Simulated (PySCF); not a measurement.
BrCuN + H₂O → CuN(OH) + HBr

Level: PBE0 in the def2-TZVP basis family, all electrons, no relativity, computed in PySCF with density fitting; open shells unrestricted.

```csv
species,state and structure,E (Eh),ZPE (kJ/mol),H(298 K) − H(0) (kJ/mol),S° (J/(mol K))
BrCuN,"quartet, C∞v, Cu–Br 2.232 Å, Cu–N 1.762 Å; Br–Cu–N 180.0°",-4268.76161,5.6,14.8,315.0
H₂O,"singlet, C2v, O–H 0.960 Å (×2); H–O–H 105.1°",-76.37736,56.5,9.9,188.7
CuN(OH),"quartet, C1, Cu–N 1.753 Å, Cu–O 1.782 Å, O–H 0.959 Å; Cu–O–H 116.5°, N–Cu–O 161.0°",-1770.62867,36.6,14.4,295.6
HBr,"singlet, C∞v, H–Br 1.421 Å",-2574.45811,16.0,8.7,198.5
```

(1) What is the electronic reaction energy?

(2) Add zero-point, thermal and entropy terms for 298.15 K and 1 bar.

## Answers

(1) At PBE0/def2-TZVP, ΔE = 137.0 kJ/mol from the differences of the total energies times 2625.5, uphill. 

(2) ΔZPE = -9.5 and Δ[H(298) − H(0)] = -1.6 kJ/mol give ΔH° = 125.9 kJ/mol. ΔS° = -9.6 J/(mol K), so ΔG° = 125.9 − 298.15 × (-0.0096) = 129 kJ/mol and log₁₀K = -22.6.

Open d or f shells are single determinants, so the state found may not be the ground state. Modes under 40 cm⁻¹ make the shape and entropy of BrCuN uncertain. The structures come from searches over a few start shapes, so lower isomers are not excluded.
